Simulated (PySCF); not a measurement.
Polarisability and C₆ of Sn (tin, neutral)

[Kr] 4d10 5s2 5p2, high-spin 3P determinant. Calculation: PySCF 2.14, in aug-cc-pVQZ-PP with ECP28MDF (7s7p5d3f2g, 92 functions); a scalar-relativistic core potential. Coupled (time-dependent) response in atomic units; α is the mean over directions.

```
 method  mean α (bohr³)         α xx, yy, zz  C₆ (like pair)  S(−4)
wB97X-V           56.49  45.74, 61.87, 61.87           610.7   1193
```

S(−4) is the Cauchy moment in α(ω) = α(0) + S(−4) ω² + …

Reference α: 53 ± 6 bohr³ (recommended; Schwerdtfeger and Nagle, table of static dipole polarizabilities (2023 update)). Published C₆: 659.0 (Chu and Dalgarno (2004); Tang, Norbeck and Certain (1976)).

Spin-orbit coupling is absent.

α(iu) at wB97X-V:

| u (hartree) | α(iu) (bohr³) |
| --- | --- |
| 0 | 56.49 |
| 0.0500 | 53.72 |
| 0.100 | 47.23 |
| 0.200 | 33.40 |
| 0.300 | 23.57 |
| 0.500 | 13.15 |
| 0.750 | 7.715 |
| 1.00 | 5.221 |
| 1.50 | 3.001 |
| 2.00 | 2.009 |
| 3.00 | 1.102 |
| 5.00 | 0.4741 |

A single London oscillator, α(iu) = α/(1 + u²/ω²), gives C₆ = (3/4) ω α². Matching the computed C₆ needs ω = 4 × 610.7 / (3 × 56.49²) = 0.255 hartree.

The components differ because the open shell of this determinant is not spherical; for a pure term their mean is the scalar polarisability.

Energies and moments cover only the electrons outside the core potential.
